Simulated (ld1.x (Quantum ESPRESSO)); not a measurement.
Logarithmic derivatives: holmium (Ho), ultrasoft

```
Element                 : holmium (Ho)
Generator               : ld1.x (Quantum ESPRESSO) 7.5
Type                    : ultrasoft
Functional              : BP86
Relativity              : scalar-relativistic
Frozen core             : [Kr] 4d10
Valence charge          : 21
Reference configuration : 4f11 5s2 5p6 5d0 6s1 6p1
Partial waves           : 5s (bound): rcut 1.85, rcutus 2.25 bohr; 6s (bound): rcut 1.85, rcutus 2.25 bohr; 5p (bound): rcut 2.10, rcutus 2.65 bohr; 6p (bound): rcut 2.10, rcutus 2.65 bohr; 5d (bound, empty): rcut 2.70, rcutus 3.40 bohr; 5d channel at 1.25 Ry: rcut 2.70, rcutus 3.40 bohr; 4f (bound): rcut 0.75, rcutus 0.85 bohr; 4f channel at 1.15 Ry: rcut 0.75, rcutus 0.85 bohr
Local potential         : all-electron potential smoothed inside 2.95 bohr (lloc = -1)
Core correction         : a·sin(br)/r model core inside 1.00 bohr
Augmentation charge     : PSQ, radius 0.80 bohr
```

The phase is arctan(r·u′/u) with u = r·R(r), unwrapped; energies in Ry, scanned from -6 to 5 Ry. A pole is an energy at which the radial function vanishes at the test radius. The pseudo phase is shifted by a multiple of π to meet the all-electron one at the reference energy, and phase errors are pseudo minus all-electron; the curves can meet again beyond the range given. Levels narrower than the energy grid can be missing from the lists of poles. n/a: not evaluated, since a narrow level or a reset projector energy made the automatic matching unsafe.

Q: For each channel, where are the poles, and over which energies does the pseudopotential scatter like the atom?

A:

| channel | radius (bohr) | reference energy (Ry) | poles, all-electron | poles, pseudo | unbroken range about the reference energy with phases within 0.05 rad | phase error 1 Ry above the reference energy (rad) |
| --- | --- | --- | --- | --- | --- | --- |
| s | 3.72 | -0.35 | 0.61 | 0.60, 4.48 | below 2.1 | -0.001 |
| p | 3.72 | -0.14 | -2.00, 1.47 | -2.00, 1.42, 4.74 | below 2.3 | -0.004 |
| d | 3.72 | -0.16 | 0.15, 3.12 | 0.15, 2.38, 4.57 | below 2.1 | -0.001 |
| f | 3.72 | -0.35 | 2.12 | 2.12 | n/a | n/a |

Phases in the d channel:

```json
{"E (Ry)": "-6.00", "all-electron": "1.460", "pseudo": "1.461"}
{"E (Ry)": "-5.74", "all-electron": "1.458", "pseudo": "1.458"}
{"E (Ry)": "-5.48", "all-electron": "1.455", "pseudo": "1.455"}
{"E (Ry)": "-5.22", "all-electron": "1.452", "pseudo": "1.452"}
{"E (Ry)": "-4.96", "all-electron": "1.449", "pseudo": "1.449"}
{"E (Ry)": "-4.70", "all-electron": "1.445", "pseudo": "1.446"}
{"E (Ry)": "-4.44", "all-electron": "1.442", "pseudo": "1.442"}
{"E (Ry)": "-4.18", "all-electron": "1.437", "pseudo": "1.438"}
{"E (Ry)": "-3.92", "all-electron": "1.433", "pseudo": "1.434"}
{"E (Ry)": "-3.66", "all-electron": "1.428", "pseudo": "1.429"}
{"E (Ry)": "-3.40", "all-electron": "1.422", "pseudo": "1.423"}
{"E (Ry)": "-3.14", "all-electron": "1.416", "pseudo": "1.417"}
{"E (Ry)": "-2.88", "all-electron": "1.409", "pseudo": "1.410"}
{"E (Ry)": "-2.62", "all-electron": "1.400", "pseudo": "1.401"}
{"E (Ry)": "-2.36", "all-electron": "1.391", "pseudo": "1.392"}
{"E (Ry)": "-2.10", "all-electron": "1.379", "pseudo": "1.380"}
{"E (Ry)": "-1.84", "all-electron": "1.364", "pseudo": "1.365"}
{"E (Ry)": "-1.58", "all-electron": "1.345", "pseudo": "1.346"}
{"E (Ry)": "-1.32", "all-electron": "1.320", "pseudo": "1.321"}
{"E (Ry)": "-1.06", "all-electron": "1.283", "pseudo": "1.284"}
{"E (Ry)": "-0.80", "all-electron": "1.219", "pseudo": "1.220"}
{"E (Ry)": "-0.54", "all-electron": "1.074", "pseudo": "1.074"}
{"E (Ry)": "-0.28", "all-electron": "0.331", "pseudo": "0.332"}
{"E (Ry)": "-0.02", "all-electron": "-1.352", "pseudo": "-1.352"}
{"E (Ry)": "0.24", "all-electron": "-1.636", "pseudo": "-1.636"}
{"E (Ry)": "0.50", "all-electron": "-1.766", "pseudo": "-1.766"}
{"E (Ry)": "0.76", "all-electron": "-1.897", "pseudo": "-1.898"}
{"E (Ry)": "1.02", "all-electron": "-2.123", "pseudo": "-2.124"}
{"E (Ry)": "1.28", "all-electron": "-2.742", "pseudo": "-2.742"}
{"E (Ry)": "1.54", "all-electron": "-3.853", "pseudo": "-3.865"}
{"E (Ry)": "1.80", "all-electron": "-4.317", "pseudo": "-4.342"}
{"E (Ry)": "2.06", "all-electron": "-4.491", "pseudo": "-4.534"}
{"E (Ry)": "2.32", "all-electron": "-4.580", "pseudo": "-4.673"}
{"E (Ry)": "2.58", "all-electron": "-4.636", "pseudo": "-5.028"}
{"E (Ry)": "2.84", "all-electron": "-4.677", "pseudo": "-7.489"}
{"E (Ry)": "3.10", "all-electron": "-4.710", "pseudo": "-7.689"}
{"E (Ry)": "3.36", "all-electron": "-4.739", "pseudo": "-7.751"}
{"E (Ry)": "3.62", "all-electron": "-4.768", "pseudo": "-7.786"}
{"E (Ry)": "3.88", "all-electron": "-4.798", "pseudo": "-7.811"}
{"E (Ry)": "4.14", "all-electron": "-4.834", "pseudo": "-7.829"}
{"E (Ry)": "4.40", "all-electron": "-4.882", "pseudo": "-7.845"}
{"E (Ry)": "4.66", "all-electron": "-4.955", "pseudo": "-7.858"}
{"E (Ry)": "4.92", "all-electron": "-5.096", "pseudo": "-7.870"}
```
